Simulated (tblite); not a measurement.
Compound: C2H9NSSi4.
Structure used (GFN2-xTB), in Å, numbered top down from 1:
```
atom  x, y, z in Å
C1     0.733    3.553    0.511
C2     0.608    2.375    0.722
Si3    0.414    0.549    0.963
Si4    1.830   -0.728   -0.376
N5     2.843    0.222   -1.393
S6     0.094   -1.655   -1.372
Si7   -1.368   -0.468   -0.228
Si8   -2.982   -1.855    0.677
H9     0.842    4.587    0.343
H10    0.475    0.354    2.421
H11    2.672   -1.843    0.035
H12    2.536    1.142   -1.667
H13    3.303   -0.226   -2.171
H14   -1.932    0.447   -1.236
H15   -2.394   -2.912    1.503
H16   -3.818   -1.032    1.557
H17   -3.862   -2.499   -0.297
```

Computed values, GFN2-xTB/tblite, gas phase, harmonic and unscaled. Errors from tens to a few hundred cm⁻¹ against measured bands are possible. Modes of hydrogen on silicon can be 10 to 20 % off. One conformer, not necessarily the lowest.

Harmonic wavenumbers (cm⁻¹): 30.3, 38.6, 53.9, 57.9, 74.4, 117.0, 140.6, 173.9, 187.9, 226.7, 230.6, 258.2, 332.2, 353.3, 398.1, 411.9, 420.6, 453.4, 466.3, 501.2, 533.3, 560.6, 564.5, 605.2, 624.8, 669.3, 674.1, 678.0, 693.5, 774.8, 801.4, 816.7, 820.1, 898.8, 1516.3, 2125.3, 2146.5, 2185.5, 2223.2, 2239.4, 2257.5, 2280.9, 3347.3, 3455.5, 3493.6.

A = 1106, B = 617.5, C = 441.9 MHz; mass 190.953 u (most abundant isotopes); point group C1, symmetry number 1.

Q: What is the zero-point energy?

A: Half the sum of the wavenumbers: 20957 cm⁻¹ = 59.92 kcal/mol.

Q: Entropy at 350 K, 1 bar (ideal gas, RRHO, classical rotation)?

A: Translation 42.47, rotation 31.82, vibration 60.33: S = 134.6 cal/(mol K).

Q: And Cp and H(350 K) − H(0)?

A: Cp = 58.61 cal/(mol K), of which vibrations give 50.66 (their classical limit is 45 R = 89.4); H(350 K) − H(0) = 13.03 kcal/mol without the zero-point energy, 10.25 from vibrations.

Q: Which modes carry the vibrational entropy at 350 K?

A: 30.3 cm⁻¹: 6.13; 38.6 cm⁻¹: 5.65; 53.9 cm⁻¹: 4.99; 57.9 cm⁻¹: 4.84; 74.4 cm⁻¹: 4.35; 117.0 cm⁻¹: 3.46 cal/(mol K); the other 39 give 30.91 together.

Q: Blend soft modes into free rotors: weight 1/[1 + (100 cm⁻¹/ν̃)⁴] for the oscillator and the rest for a rotor with moment μB/(μ + B), μ = h/(8π²ν), B = 10⁻⁴⁴ kg m². What vibrational entropy results?

A: 53.25 cal/(mol K) in place of 60.33, which changes −T·S at 350 K by +2.48 kcal/mol.

Q: What must be added to the electronic energy to get the Gibbs energy at 350 K and 1 bar?

A: ZPE + [H(350 K) − H(0)] − T·S = 59.92 + 13.03 − 47.12 = 25.83 kcal/mol.

Q: How do the functions run with temperature in this model?

A: 
| T (K) | S (cal/(mol K)) | Cp (cal/(mol K)) | H − H(0) (kcal/mol) | G − H(0) (kcal/mol) | ln q(vib) |
| --- | --- | --- | --- | --- | --- |
| 150 | 95.0 | 35.1 | 3.35 | -10.91 | 6.59 |
| 250 | 116.4 | 49.2 | 7.60 | -21.51 | 11.26 |
| 298.15 | 125.6 | 54.3 | 10.10 | -27.34 | 13.40 |
| 400 | 142.7 | 62.0 | 16.05 | -41.02 | 17.69 |
| 600 | 169.7 | 71.1 | 29.44 | -72.38 | 25.16 |
| 900 | 200.2 | 79.5 | 52.13 | -128.09 | 34.46 |

q(vib) and H(0) count from the zero-point level.

Hindered rotation and anharmonicity are outside this model. Other conformers, if any are populated, would add a mixing term that is left out. The structure is chiral; the term R ln 2 for an equal mix with its mirror image is left out.
